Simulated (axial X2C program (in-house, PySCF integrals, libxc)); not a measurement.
# Which molecule gave these maps?

PBE0 fields computed with an in-house all-electron X2C program for linear molecules (integrals from PySCF), 2c, near the equilibrium distance, one atom at z = 0.

The maps cover the half plane through the axis: z from -2.4 to 3.6 Å along the bond, ρ from 0.15 to 2.25 Å away from it.

log10 of the density in e/bohr³:

```
 ρ\z  -2.4  -1.8  -1.2  -0.6   0.0   0.6   1.2   1.8   2.4   3.0   3.6
0.15  -4.3  -3.0  -1.7  -0.1   1.8  -0.2  -0.7  -1.2  -2.4  -3.6  -4.7
0.45  -4.3  -3.1  -1.8  -0.4   0.3  -0.4  -1.1  -1.5  -2.5  -3.7  -4.8
0.75  -4.4  -3.2  -2.0  -0.9  -0.4  -0.9  -1.5  -1.9  -2.8  -3.9  -4.9
1.05  -4.5  -3.3  -2.3  -1.5  -1.2  -1.5  -2.0  -2.4  -3.2  -4.1  -5.1
1.35  -4.7  -3.6  -2.7  -2.1  -1.9  -2.1  -2.4  -2.9  -3.6  -4.4  -5.4
1.65  -4.9  -4.0  -3.2  -2.7  -2.5  -2.7  -3.0  -3.4  -4.0  -4.8  -5.7
1.95  -5.2  -4.3  -3.6  -3.2  -3.1  -3.2  -3.5  -3.9  -4.5  -5.2  -6.0
2.25  -5.5  -4.8  -4.2  -3.8  -3.7  -3.8  -4.0  -4.4  -4.9  -5.6  -6.4
```

Electron localisation function (collinear form, no current term, damped to 0 at low density):

```
 ρ\z  -2.4  -1.8  -1.2  -0.6   0.0   0.6   1.2   1.8   2.4   3.0   3.6
0.15  0.00  0.00  0.04  0.61  0.68  0.54  0.96  1.00  0.97  0.05  0.00
0.45  0.00  0.00  0.07  0.65  0.63  0.59  0.81  0.99  0.91  0.03  0.00
0.75  0.00  0.01  0.10  0.47  0.55  0.40  0.49  0.88  0.66  0.01  0.00
1.05  0.00  0.01  0.09  0.23  0.19  0.18  0.23  0.51  0.25  0.00  0.00
1.35  0.00  0.00  0.05  0.09  0.06  0.07  0.09  0.16  0.04  0.00  0.00
1.65  0.00  0.00  0.02  0.03  0.02  0.02  0.03  0.03  0.00  0.00  0.00
1.95  0.00  0.00  0.00  0.01  0.01  0.01  0.01  0.00  0.00  0.00  0.00
2.25  0.00  0.00  0.00  0.00  0.00  0.00  0.00  0.00  0.00  0.00  0.00
```

Task: Which molecule is it?
A. PdH⁺
B. VF⁺
C. KN⁻
D. LiRb⁺

Result: A. PdH⁺, with Pd at z = 0 and H at z = 1.461 Å, state Ω = 0 (closed shell), basis Pd dyall-cv3z [12s12p8d5f3g], H dyall-v3z [6s2p1d] (cores contracted in-house). The state is a single determinant with fixed occupations, the lowest that a limited PBE0 search found.
